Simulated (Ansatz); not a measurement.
Relaxation of BH6NO2Si (11 atoms, charge 0, multiplicity 1), to a largest force component of 0.015 eV/Å in at most 40 steps.

Theory: RKS PBE-D4/def2-SVP in Ansatz 0.2.0.

```xyz
11
Properties=species:S:1:pos:R:3
B -0.836 1.387 0.009
Si 0.035 -0.279 -0.032
N 0.470 -0.722 1.624
O 1.524 -0.143 -1.005
O -0.999 -1.490 -0.692
H -0.335 2.408 0.409
H -1.967 1.512 -0.397
H 1.225 0.012 1.958
H 1.026 -1.610 1.616
H 1.119 0.060 -1.886
H -1.196 -1.191 -1.581
```

**Question.** Where does it end, and by what steps?

**Answer.** It did not converge within its limit. After 39 steps the energy has fallen by 0.719 eV; H10 moved furthest, 0.94 Å.

| step | energy less start (eV) | largest force component (eV/Å) | accepted |
| --- | --- | --- | --- |
| 0 | 0.0000 | 2.303 | yes |
| 2 | -0.5750 | 1.096 | yes |
| 4 | -0.6286 | 0.528 | no |
| 6 | -0.6618 | 0.252 | yes |
| 8 | -0.6693 | 0.083 | yes |
| 10 | -0.6707 | 0.023 | yes |
| 12 | -0.6607 | 0.757 | no |
| 14 | -0.6824 | 0.062 | yes |
| 16 | -0.6758 | 0.431 | no |
| 18 | -0.6972 | 0.150 | yes |
| 20 | -0.7033 | 0.286 | yes |
| 22 | -0.7057 | 0.205 | yes |
| 24 | -0.7076 | 0.049 | yes |
| 26 | -0.7073 | 0.203 | no |
| 28 | -0.7101 | 0.238 | no |
| 30 | -0.7111 | 0.084 | no |
| 32 | -0.7118 | 0.019 | yes |
| 34 | -0.7125 | 0.124 | yes |
| 36 | -0.7144 | 0.137 | yes |
| 38 | -0.7169 | 0.092 | yes |
| 39 | -0.7192 | 0.192 | yes |

```xyz
11
Properties=species:S:1:pos:R:3
B -0.900 1.509 0.087
Si 0.168 -0.099 -0.365
N 0.490 -0.600 1.282
O 1.512 0.233 -1.316
O -0.582 -1.408 -1.122
H -0.360 2.466 0.614
H -2.121 1.535 0.019
H 1.044 -0.015 1.914
H 0.484 -1.585 1.577
H 1.838 -0.539 -1.817
H -1.509 -1.554 -0.853
```

Run time: 72 s on 2 threads of Intel(R) Xeon(R) Platinum 8488C (Sapphire Rapids) (shared host), peak memory 0.17 GiB.
